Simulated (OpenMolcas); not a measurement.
neutral antimony: thermal populations, Slater's ratio, worked from levels

```json
{
 "Program": "OpenMolcas 26.06",
 "Basis": "ANO-RCC-VQZP [8s7p5d3f2g]",
 "Scalar Hamiltonian": "DKH2, point nucleus",
 "Active space": "5 electrons in 9 orbitals (RAS2 5s 5p; RAS3 5d, at most 2 electrons)",
 "State averaging": "2S+1 = 4 odd, 1 root; 2S+1 = 2 odd, 8 roots; 2S+1 = 4 even, 3 roots; 2S+1 = 2 even, 5 roots (0 in the spin-orbit step)",
 "Spin-orbit coupling": "RASSI with atomic mean-field integrals over the reference wave functions, term energies averaged over their components"
}
```

Methods: RASSCF; SS-RASPT2, IPEA 0.25 Eh, imaginary shift 0.1 Eh (closed shells correlated: 4d). Measured levels: NIST Handbook of Basic Atomic Spectroscopic Data.

**Thermal populations.** Z = Σ (2J + 1) exp(-E/kT) with k = 0.695035 cm-1/K, over the levels below. No other level of either list lies under 43200 cm-1, which is above 7 kT at each temperature.

```tsv
Level	2J + 1	SS-RASPT2	measured
5s² 5p³ ⁴S°_3/2	4	0.0	0.0
5s² 5p³ ²D°_3/2	4	9017	8512
5s² 5p³ ²D°_5/2	6	10048	9854
5s² 5p³ ²P°_1/2	2	17141	16395
5s² 5p³ ²P°_3/2	4	18573	18464
```

| T (K) | Z, SS-RASPT2 | Z, measured levels | Ground level (%), SS-RASPT2 | Ground level (%), measured levels |
| --- | --- | --- | --- | --- |
| 5000 | 4.665 | 4.735 | 85.7 | 84.5 |
| 8000 | 6.008 | 6.134 | 66.6 | 65.2 |

At 8000 K, kT = 5560 cm-1, and the computed levels give Z = 4.000 + 0.790 + 0.985 + 0.092 + 0.142 = 6.008.

**Slater's ratio.** With one set of orbitals, p3 has ²D° - ⁴S° = 9 F2 and ²P° - ²D° = 6 F2 (F2 = F²/25), a ratio of 2/3. Term energies are centres of gravity, weighted by 2J + 1.

| Source | ²D° - ⁴S° | ²P° - ⁴S° | F2 from the first | Ratio |
| --- | --- | --- | --- | --- |
| RASSCF | 12451 | 20802 | 1383 | 0.671 |
| SS-RASPT2 | 9636 | 18096 | 1071 | 0.878 |
| measured | 9317 | 17775 | 1035 | 0.908 |

Energies in cm-1. A ratio away from 2/3 shows effects beyond one configuration with one set of orbitals, and in heavier atoms second-order spin-orbit shifts.

Some high roots are left out of the spin-orbit mixing, which shifts the levels that they would mix with. Active for correlation alone: 5d; no level in the range computed is led by a configuration that fills it, so any true level of that kind is missing. Computed and measured levels are paired by configuration, term and J; levels that our copy of the source lacks, or whose pairing is in doubt (as where it misses far off the trend of its configuration), stay unpaired and out of the deviations. Only configurations of the active space appear.

° marks odd parity.
